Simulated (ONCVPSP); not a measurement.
**What the settings do to the ONCV potential of S**

Base potential:

- Element: sulfur (S)
- Generator: ONCVPSP 4.0.1
- Type: optimised norm-conserving Vanderbilt (ONCV)
- Functional: PBE
- Relativity: scalar-relativistic
- Frozen core: [He]
- Valence charge: 14
- Reference configuration: 2s2 2p6 3s2 3p3 (charge +1)
- Partial waves: 2s+3s: rc 0.90 bohr, ncon 3, nbas 7, qcut 13.7 1/bohr, 2 projectors; 2p+3p: rc 0.70 bohr, ncon 3, nbas 8, qcut 19.5 1/bohr, 3 projectors, debl 1.3 Ha; d scattering state at 0.44 Ha: rc 0.85 bohr, ncon 4, nbas 7, qcut 10.7 1/bohr, 2 projectors, debl 3.6 Ha
- Local potential: polynomial inside 0.50 bohr (lpopt 5, dvloc0 -1 Ha)
- Core correction: Teter function, fcfact 5.5, rcfact 1.6

Cutoffs, loose and tight: the cutoffs (Ha) at which the residual kinetic energy of the hardest occupied pseudo-wave falls to 1 and 0.1 mHa per electron. They do not see the model core or the augmentation charge, which bear on the density cutoff. Test errors are all-electron minus pseudo excitation energies from the reference, over the configurations 2s2 2p6 3s2 3p4; 2s2 2p6 3s2 3p2; 2s2 2p6 3s2 3p1; 2s2 2p6 3s2 3p3.5. A dash means not determined; rows that change the core or the reference have their own tests.

| change | outcome | cutoff, loose | cutoff, tight | bound ghosts | GHOST(+) flags above zero | largest test error (meV) |
| --- | --- | --- | --- | --- | --- | --- |
| base | generated | 150 Ha | 169 Ha | none | none | +5.7 |
| core correction Teter function, fcfact 5.5, rcfact 1.04 | generated | 150 Ha | 169 Ha | none | none | +5.7 |
| core correction Teter function, fcfact 5.5, rcfact 1.16 | generated | 150 Ha | 169 Ha | none | none | +5.8 |
| core correction Teter function, fcfact 5.5, rcfact 1.4 | generated | 150 Ha | 169 Ha | none | none | +5.8 |
| core correction Teter function, fcfact 5.5, rcfact 1.54 | generated | 150 Ha | 169 Ha | none | none | +5.7 |
| core correction Teter function, fcfact 5.5, rcfact 1.78 | generated | 150 Ha | 169 Ha | none | none | +5.6 |
| core correction Teter function, fcfact 5.5, rcfact 1.94 | generated | 150 Ha | 169 Ha | none | none | +5.5 |

Reading the sweep of the rcfact (base included, trends over the rows without a ghost): The loose cutoff stays near 150 Ha. The median size of the test errors (rows with all tests solved) stays near 0.6 meV.
